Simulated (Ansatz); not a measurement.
Ti5O17H14, a hydroxylated oxide cluster. Charge 0, multiplicity 1. Geometry PBE-D4/def2-SVP, basis def2-TZVP, Ansatz.

```xyz
36

Ti   -1.881    2.142    0.963
Ti    0.907    0.487    1.592
Ti    0.926    2.794   -0.698
Ti   -1.475   -1.247   -1.641
Ti    1.632   -2.290    0.390
O    -2.801   -1.891   -2.675
O    -0.930    0.364   -2.263
O    -2.070   -1.084    0.060
O    -3.370    1.128    0.498
O    -2.353    3.636    1.839
O     2.642   -2.634   -1.052
O    -0.063   -2.405   -1.533
O     1.572   -0.301   -0.058
O     0.646   -3.880    0.479
O     0.178   -1.403    1.536
O    -0.919    2.532   -0.570
O     1.523    1.590   -1.965
O    -0.828    1.140    1.963
O     1.454    4.491   -0.999
O     2.825   -2.239    1.795
O     1.479    2.152    0.851
O     2.013    0.150    2.935
H    -3.088   -1.569   -3.547
H    -1.143    1.214   -1.783
H    -2.765   -0.400    0.314
H    -4.305    1.378    0.590
H    -2.143    3.898    2.753
H     2.301   -2.556   -1.963
H    -0.104   -3.273   -1.037
H     1.919    0.269   -0.801
H     0.064   -3.937    1.262
H    -0.741   -1.358    1.140
H     0.799    1.042   -2.371
H     1.883    5.128   -0.402
H     3.774   -2.323    1.583
H     2.442   -0.746    2.816
```

```tsv
run	HOMO (eV)	LUMO (eV)
A	-8.46	-2.85
B	-8.72	-2.56
C	-7.00	-3.37
D	-7.10	-3.45
E	-12.87	1.54
F	-7.47	-3.41
```

B3LYP takes the VWN-RPA correlation. Single mean-field runs in def2-TZVP are fitted with def2-universal-jkfit.

The runs used B3LYP, BLYP, HF, PBE, PBE0, r2SCAN. Estimate which is which.

A B3LYP (20 % exact exchange); B PBE0 (25 % exact exchange); C BLYP (0 % exact exchange); D PBE (0 % exact exchange); E HF (100 % exact exchange); F r2SCAN (0 % exact exchange). Exact exchange lowers occupied and raises empty levels; among semilocal functionals meta-GGAs tend to open the gap a little, and such runs are hard to tell apart. The gap grows from 3.63 eV (BLYP) to 14.41 eV (HF).
